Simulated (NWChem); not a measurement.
C₂H₄BrCl; SMILES C[C@@H](Cl)Br

All runs: NWChem. Pople sets run with spherical d functions. STO-3G and 3-21G are far too small for this property and stand as cheap habits. Geometry: optimised at PBE0/def2-SVP. Vertical excitations in the gas phase; the lowest state need not have the same character in each row.

**Question.** Order these runs by computing time, cheapest first, and give rough ratios: B3LYP/3-21G, TDA; B3LYP/def2-SVP, TDA; B3LYP/aug-cc-pVDZ, TDA.

**Answer.** B3LYP/3-21G, TDA (1), B3LYP/def2-SVP, TDA (3), B3LYP/aug-cc-pVDZ, TDA (40). Ratios are rough, from one shared machine; the cheapest took roughly 26 core-seconds. What differs between the cheapest and the dearest: lowest excitation, singlet (eV) 5.97 → 5.79; orbital gap (eV) 7.11 → 6.90.
